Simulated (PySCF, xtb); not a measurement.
C4H6Si, SMILES C1=C[SiH2]C=C1.

Geometry optimised at TPSSh-D3(BJ)/def2-SVP.

Method: IEF-PCM-PBE0/def2-SVP (PySCF).

The values are the electrostatic part of the solvation free energy, E(continuum) − E(gas) at the gas-phase geometry, in a cavity of scaled van der Waals radii (PySCF's table); cavitation and dispersion terms are not included. In vacuum the orbital gap is 5.26 eV. The dipole moment in vacuum is 0.56 D.

### Question
Estimate the values in water (ε = 78.36), benzene (ε = 2.27), dichloromethane (ε = 8.93). (Estimate from the structure and the level; the computed values follow.)

### Answer

```
solvent              ε  ΔG(elec) (kcal/mol)  dipole (D)  gap (eV)
---------------  -----  -------------------  ----------  --------
water            78.36                 -1.6        0.75      5.27
benzene           2.27                 -0.7        0.64      5.26
dichloromethane   8.93                 -1.4        0.72      5.27
```

For comparison, GFN2-xTB/ALPB(water) (xtb, at the GFN2-xTB geometry, all terms of that model) gives 0.4 kcal/mol.
